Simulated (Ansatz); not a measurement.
Input for Ansatz (a first-principles code): R-CCSD(T)/aug-cc-pVQZ on BrFH2 (a complex), monomers drawn apart or pushed together. The run froze 15 orbitals, filled d shells among them.

Ansatz 0.2 input:
```yaml
crystal:
  periodic: [false, false, false]
  atoms:
    - {symbol: F, position_ang: [-0.36218514, 0.13536947, 0.36942273]}
    - {symbol: H, position_ang: [-0.22032105, -0.77429421, 0.26519966]}
    - {symbol: Br, position_ang: [0.10629942, 1.31864126, 5.34384801]}
    - {symbol: H, position_ang: [-0.06558059, 1.20717524, 3.92864516]}
basis:
  gaussian:
    orbitals: aug-cc-pVQZ
magnetization: {spin_polarized: false}
correlation: {method: ccsd_t, electrons: outside_noble_gas}
scf: {lower_state_search: off}
```

Program output:

```
WARN ansatz: RAYON_NUM_THREADS=2 ignored (pool sized by the plan → 2); use --threads N
Functional definition: HF
these checks for a lower state are left out or cut short: stability, starts, cluster_reference, orbital_swaps, neighbouring_geometries, increment
integrals: 1.81 GiB planned
1614 factors; integrals over basis functions are off by at most 1.2e-3 eV
mean field: 0.96 GiB planned
mean field evaluation 1: about -72737.9858 eV, gradient 2.7e1 eV
mean field evaluation 2: about -72737.9980 eV, gradient 2.7e1 eV
mean field evaluation 4: about -72739.2990 eV, gradient 1.7e0 eV
mean field evaluation 8: about -72739.3136 eV, gradient 1.9e-1 eV
mean field -72739.31376892 eV, -2673.1204765300 hartree, gradient 5.7e-6 eV, S^2 0.000000; 0 other end points of the search recorded, 0 dependent functions left out
15 core orbitals not correlated
reference -72739.31376892 eV, -2673.1204765300 hartree; 8, 8 occupied and 242, 242 virtual orbitals, 1614 factors
second order -13.49466525 eV of doubles, -0.00000000 eV of singles
coupled cluster: 3.69 GiB planned
cycle   1  -13.66446456 eV  change   -1.7e-1 eV  update   6.0e-2
cycle   2  -13.90462607 eV  change   -2.4e-1 eV  update   1.7e-2
cycle   3  -13.95331465 eV  change   -4.9e-2 eV  update   7.7e-3
cycle   4  -13.94716445 eV  change    6.2e-3 eV  update   1.4e-3
cycle   5  -13.94707558 eV  change    8.9e-5 eV  update   4.8e-4
cycle   6  -13.94713025 eV  change   -5.5e-5 eV  update   1.1e-4
cycle   7  -13.94705440 eV  change    7.6e-5 eV  update   3.7e-5
cycle   8  -13.94704082 eV  change    1.4e-5 eV  update   9.8e-6
perturbative correction -0.44909219 eV, -0.0165038334 hartree
Total energy: -72753.70990192 eV, -2673.6495246600 hartree
Checks for a lower state left out: stability, starts, cluster_reference, orbital_swaps, neighbouring_geometries, increment
```

Self-consistency was reached.

Cost: roughly 80 core-seconds.
